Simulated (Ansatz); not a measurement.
Basis sets compared for the cluster Au2Cl⁺ (the lowest singlet isomer of a short search). Charge 1, multiplicity 1. Geometry PBE-D4/def2-TZVP. Ansatz on 2 threads of Arm Neoverse V2 on a shared host; times are rough, and most runs start from earlier orbitals.

Cartesian coordinates in Å:
```
Au 1.338 0.659 0.457
Au -0.361 -1.268 -0.834
Cl -0.977 0.609 0.377
```

In the def2 sets Au takes a core potential; there is no spin–orbit coupling. The structure comes from a short search, and lower isomers may exist.

```json
{"level": "PBE-D4/def2-SVP", "functions": "82", "energy (Eh)": "-731.1310", "HOMO (eV)": "-12.32", "LUMO (eV)": "-10.33", "wall time": "1.1 s"}
{"level": "PBE0-D4/def2-SVP", "functions": "82", "energy (Eh)": "-731.0792", "HOMO (eV)": "-13.51", "LUMO (eV)": "-9.26", "wall time": "1.6 s"}
```

**Question.** Estimate the rows for PBE-D4/def2-TZVP (with forces), PBE0-D4/def2-TZVP.

**Answer.** 
```json
{"level": "PBE-D4/def2-TZVP (with forces)", "functions": "117", "energy (Eh)": "-731.3100", "HOMO (eV)": "-12.24", "LUMO (eV)": "-10.26", "wall time": "1.9 s"}
{"level": "PBE0-D4/def2-TZVP", "functions": "117", "energy (Eh)": "-731.2565", "HOMO (eV)": "-13.41", "LUMO (eV)": "-9.17", "wall time": "3.1 s"}
```
